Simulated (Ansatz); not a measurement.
Total energies of Ge₈BPH₁₆, a doped cluster cut from the lattice of germanium (B and P 4.0 A apart) from Ansatz at BHLYP-D4/def2-TZVP, gas phase (1 Eh = 27.2114 eV = 2625.5 kJ/mol). The reference geometry is relaxed at PBE-D4/def2-SVP.

```
atom   x (Å)   y (Å)   z (Å)
  B1   1.883  -1.364   0.043
 Ge2  -1.413  -0.853  -1.744
  P3   0.626   2.047  -0.342
 Ge4  -1.103  -0.304   2.111
 Ge5   2.511   0.562  -0.281
 Ge6  -0.851   1.504  -2.106
 Ge7   0.722  -2.069  -1.521
 Ge8   0.997  -1.581   1.902
 Ge9  -2.715  -0.792   0.331
Ge10  -0.544   2.048   1.712
 H11   2.926  -2.020   0.053
 H12  -2.333  -1.197  -2.959
 H13   1.047   3.397  -0.568
 H14  -1.814  -0.277   3.502
 H15   3.145   0.962  -1.654
 H16   3.342   1.312   0.810
 H17   0.000   1.839  -3.365
 H18  -1.981   2.568  -1.975
 H19   1.349  -1.942  -2.948
 H20   0.259  -3.554  -1.386
 H21   0.552  -3.035   2.259
 H22   1.836  -1.079   3.123
 H23  -3.352  -2.188   0.581
 H24  -3.870   0.257   0.274
 H25   0.486   2.701   2.679
 H26  -1.704   3.059   1.469
```

```tsv
state	geometry	energy (Eh)
charge 0 singlet	reference	-16991.87649
charge 1 doublet	reference	-16991.56233
charge -1 doublet	reference	-16991.86716
free B atom (doublet)	–	-24.65379
free Ge atom (triplet)	–	-2076.90402
free P atom (quartet)	–	-341.26838
free H atom (doublet)	–	-0.49854
```

Single mean-field runs in def2-TZVP are fitted with def2-universal-jkfit.

Work out the vertical ionisation energy to the doublet.

E(charge 1 doublet) − E(charge 0 singlet) = -16991.56233 − (-16991.87649) = 0.31416 Eh = 8.55 eV. For comparison, −ε of the highest occupied level is 7.94 eV at this level, 0.61 eV less.

Work out the vertical electron affinity, to the doublet.

E(charge 0 singlet) − E(charge -1 doublet) = -16991.87649 − (-16991.86716) = -0.00933 Eh = -0.25 eV; negative, so the extra electron isn't bound. The basis lacks diffuse functions, which makes affinities too small.

Give the fundamental gap IE − EA, the Mulliken electronegativity (IE + EA)/2 and the hardness (IE − EA)/2.

From the values in Eh: IE − EA = 0.31416 − (-0.00933) = 0.32349 Eh = 8.80 eV; (IE + EA)/2 = 4.15 eV; (IE − EA)/2 = 4.40 eV. The HOMO–LUMO gap of the same run is 7.61 eV, 1.19 eV smaller than the fundamental gap.

What is the binding energy per atom against free atoms?

Atoms: 1 × (-24.65379) + 8 × (-2076.90402) + 1 × (-341.26838) + 16 × (-0.49854) = -16989.13097 Eh. Binding: -16989.13097 − (-16991.87649) = 2.74552 Eh = 74.71 eV, or 2.87 eV for each of 26 atoms (no zero-point energy, no counterpoise term).

At BHLYP-D4/def2-TZVP the highest occupied level of the charge -1 doublet lies above zero (up to 0.99 eV). Energy differences disagree on whether the electron is bound (positive means bound): -0.25 eV (vertical, against the charge 0 singlet, at BHLYP-D4/def2-TZVP), but 0.08 eV at PBE0-D4/def2-TZVP.
